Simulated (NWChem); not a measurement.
ZnSiH$_{4}$Se; SMILES [Zn]([SeH])[SiH3]

```xyz
7

Zn    -0.3139    -0.2859    -0.0157
Se    -0.1290     2.0032    -0.0322
H      1.3516     1.9232     0.0392
Si    -0.5399    -2.6100     0.0008
H     -1.4125    -3.0928    -1.1092
H     -1.1365    -3.1062     1.2752
H      0.7808    -3.2878    -0.1562
```
Atoms are numbered in this order, from 1.

Level: B3LYP/6-31G* (spherical d) (NWChem), optimised geometry, unscaled harmonic frequencies. This build's default masses of Se (78.918 u) and Br (79.917 u) are each other's, which moves their modes by up to 0.6 %.

| frequency (cm⁻¹) | IR intensity (km/mol) |
|---|---|
| 44 | 5.8 |
| 59 | 5.0 |
| 61 | 2.2 |
| 230 | 7.4 |
| 361 | 20.7 |
| 443 | 2.3 |
| 458 | 6.2 |
| 538 | 6.2 |
| 884 | 341.4 |
| 936 | 37.2 |
| 937 | 38.0 |
| 2214 | 109.7 |
| 2224 | 125.5 |
| 2227 | 125.4 |
| 2379 | 27.6 |

| Property | Result |
|---|---|
| zero-point energy | 20.0 kcal/mol |
| thermal correction to the enthalpy at 298.15 K (with zero-point energy) | 25.0 kcal/mol |
| heat capacity Cv | 20.6 cal/(mol K) |
| entropy at 298.15 K and 1 atm (symmetry number 1) | 87.1 cal/(mol K) |
| dipole moment | 1.11 D |

Rigid rotor and harmonic oscillator; modes under 100 cm⁻¹ make the entropy uncertain.
